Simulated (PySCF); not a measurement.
C5H7ClF2.
Structure used (GFN2-xTB), in Å, numbered top down from 1:
```
atom  x, y, z in Å
C1    -1.971    0.863   -0.094
C2    -1.405   -0.411    0.435
C3    -0.215   -0.939    0.193
C4     0.859   -0.363   -0.683
C5     2.076    0.017    0.142
F6     2.636   -1.056    0.731
F7     3.046    0.549   -0.630
Cl8    1.674    1.200    1.419
H9    -1.252    1.436   -0.671
H10   -2.833    0.647   -0.724
H11   -2.316    1.477    0.737
H12   -2.077   -0.954    1.087
H13    0.057   -1.872    0.665
H14    0.526    0.525   -1.219
H15    1.190   -1.111   -1.410
```

Method: PySCF 2.14.0, density-fitted response routines, TDDFT CAM-B3LYP/def2-SVPD, vertical, gas phase, core orbitals frozen in the response.

Frontier orbitals with the atoms that hold most of them (Löwdin shares over 4%, at most four atoms; ? is withheld):

```json
{"orbital": "HOMO-3", "ε (eV)": "-11.34", "atoms": "C2 21%, C3 16%, C1 16%, C4 13%"}
{"orbital": "HOMO-2", "ε (eV)": "-10.86", "atoms": "Cl8 80%, F6 5%, C5 5%, F7 4%"}
{"orbital": "HOMO-1", "ε (eV)": "-10.76", "atoms": "?"}
{"orbital": "HOMO", "ε (eV)": "-8.91", "atoms": "?"}
{"orbital": "LUMO", "ε (eV)": "1.05", "atoms": "Cl8 46%, C5 15%, C2 10%, C3 8%"}
{"orbital": "LUMO+1", "ε (eV)": "1.18", "atoms": "C2 19%, C3 17%, C1 10%, C4 9%"}
{"orbital": "LUMO+2", "ε (eV)": "1.51", "atoms": "Cl8 19%, C1 16%, C2 13%, H10 10%"}
```

Task: Give the leading atoms of the HOMO.

Result: C3 (bonded to 2 C and H) 36%; C2 (bonded to 2 C and H) 33%; C1 (bonded to C and 3 H) 8%; C4 (bonded to 2 C and 2 H) 5%.

Task: Give the leading atoms of the HOMO-1.

Result: Cl8 (bonded to C) 81%; C5 (bonded to C, Cl and 2 F) 6%; C4 (bonded to 2 C and 2 H) 6%. By element: chlorine 81%, carbon 12% or more.

Task: The HOMO–LUMO gap is 9.97 eV. Where does the response calculation put the lowest singlet, and from which orbitals?

Result: S1 is at 7.14 eV (f = 0.077), 2.83 eV below the gap, made of HOMO→LUMO (83%). Without the coupling terms of the response equations the lowest excitation would equal the gap.

Next come S2 at 7.28 eV (f 0.128), HOMO→LUMO+1 (57%), HOMO→LUMO+2 (24%), HOMO→LUMO+3 (11%); S3 at 7.48 eV (f 0.202), HOMO→LUMO+2 (38%), HOMO→LUMO+1 (34%); S4 at 7.70 eV (f 0.010), HOMO-1→LUMO (55%), HOMO-1→LUMO+2 (17%), HOMO-2→LUMO (10%); S5 at 7.80 eV (f 0.046), HOMO→LUMO+3 (69%), HOMO→LUMO+2 (14%).

One conformer stands for the species.
